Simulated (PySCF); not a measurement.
Species: sum formula BNH2Cl2, charge 0, multiplicity 1. 
Coordinates optimised at B3LYP-D3(BJ)/def2-TZVP (Ansatz):
SMILES: B(Cl)(N)Cl
```xyz
6

N     -1.7061    -0.3020     0.0927
B     -0.3439    -0.0609     0.0187
Cl     0.2555     1.5570    -0.3781
Cl     0.8112    -1.3682     0.3201
H     -2.0820    -1.2082     0.3154
H     -2.3906     0.4165    -0.0724
```

Dispersion corrections to the total energy (kcal/mol) from the dftd3 and dftd4 libraries through PySCF: D3(BJ) without and D4 with the three-body term, each with the damping fitted for the functional named.

```json
[
 {"functional": "B2PLYP", "D3(BJ)": "-2.73", "D4": "-2.21"},
 {"functional": "PW6B95", "D3(BJ)": "-1.71", "D4": "-2.78"},
 {"functional": "CAM-B3LYP", "D3(BJ)": "…", "D4": "-2.71"},
 {"functional": "PBE0", "D3(BJ)": "-2.75", "D4": "-2.67"},
 {"functional": "LC-wPBE", "D3(BJ)": "-3.07", "D4": "…"},
 {"functional": "B3LYP", "D3(BJ)": "-5.70", "D4": "-5.23"},
 {"functional": "PBE", "D3(BJ)": "-3.10", "D4": "…"}
]
```

Q: Fill in the missing entries.

A: 
- CAM-B3LYP, D3(BJ): -2.58
- LC-wPBE, D4: -3.57
- PBE, D4: -3.18
